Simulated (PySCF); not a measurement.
Species: C2H5BNS (charge -1).
SMILES with atom numbers: `[S:1]=[C:2]1[CH2:3][BH2-:4][NH:5]1` (hydrogens: H6, H7 on C3; H8, H9 on B4; H10 on N5)
Bond orders are those of one Lewis drawing.

Computed by this run: PBE0-D3(BJ)/def2-SVP geometry optimisation, gas phase in PySCF 2.14.0; density fitting, grid level 1; the optimiser is geomeTRIC in internal coordinates, started from a GFN2-xTB structure.

Geometry at step 0:
```
atom  x, y, z in Å
S1      2.6744    0.2123    0.0389
C2      1.0106    0.1331    0.0335
C3      0.0509   -0.9449   -0.3650
B4     -1.1035    0.1529    0.0718
N5      0.1465    1.0457    0.3966
H6      0.1598   -1.2207   -1.4166
H7      0.1832   -1.8505    0.2320
H8     -1.7695    0.6169   -0.8181
H9     -1.7435   -0.1029    1.0597
H10     0.3998    1.9627    0.7446
```

Q: What forces act on the atoms?

A: 
```json
{"atom": "S1", "Fx (eV/Å)": "0.656", "Fy (eV/Å)": "-0.025", "Fz (eV/Å)": "-0.020"}
{"atom": "C2", "Fx (eV/Å)": "0.956", "Fy (eV/Å)": "-0.067", "Fz (eV/Å)": "-0.036"}
{"atom": "C3", "Fx (eV/Å)": "-0.308", "Fy (eV/Å)": "0.024", "Fz (eV/Å)": "0.008"}
{"atom": "B4", "Fx (eV/Å)": "0.219", "Fy (eV/Å)": "0.050", "Fz (eV/Å)": "0.018"}
{"atom": "N5", "Fx (eV/Å)": "-0.619", "Fy (eV/Å)": "0.346", "Fz (eV/Å)": "0.144"}
{"atom": "H6", "Fx (eV/Å)": "0.026", "Fy (eV/Å)": "-0.051", "Fz (eV/Å)": "-0.337"}
{"atom": "H7", "Fx (eV/Å)": "0.034", "Fy (eV/Å)": "-0.263", "Fz (eV/Å)": "0.216"}
{"atom": "H8", "Fx (eV/Å)": "-0.557", "Fy (eV/Å)": "0.214", "Fz (eV/Å)": "-0.570"}
{"atom": "H9", "Fx (eV/Å)": "-0.542", "Fy (eV/Å)": "-0.226", "Fz (eV/Å)": "0.580"}
{"atom": "H10", "Fx (eV/Å)": "0.135", "Fy (eV/Å)": "-0.001", "Fz (eV/Å)": "-0.003"}
```

The largest, 0.96 eV/Å, acts on C2; the rms over all components is 0.348 eV/Å. The forces sum to zero within rounding, as they must for an isolated molecule in no field.

Q: Give the force on C2 in Eh/bohr and in nN.

A: 0.959 eV/Å ÷ 51.422 = 0.01865 Eh/bohr, and 0.959 eV/Å × 1.602 = 1.54 nN.

Q: How far is this geometry from the end of the optimisation?

A: 0.074 eV above it, and 0.034 Å rms away after alignment. The bonds farthest from their final lengths, with half the difference of the two atoms' forces along the bond (positive lengthens):

```
 bond  now (Å)  final (Å)  force along bond (eV/Å)
B4–H8    1.205      1.242                    +0.46
B4–H9    1.205      1.242                    +0.46
C2–C3    1.497      1.519                    +0.37
C2–N5    1.308      1.324                    +0.69
C3–B4    1.652      1.666                    -0.17
B4–N5    1.570      1.582                    -0.24
```

The angle farthest from its final value is C2–N5–H10, 124.2° against 122.1°.

Of the 6 listed bonds off by 0.010 Å or more, this force points towards the final length in 4.

What follows is the cost of the whole optimisation. On AMD EPYC 9R45, one thread, no GPU (shared host), this took 5.8 s wall and 0.52 GiB of memory at its peak.
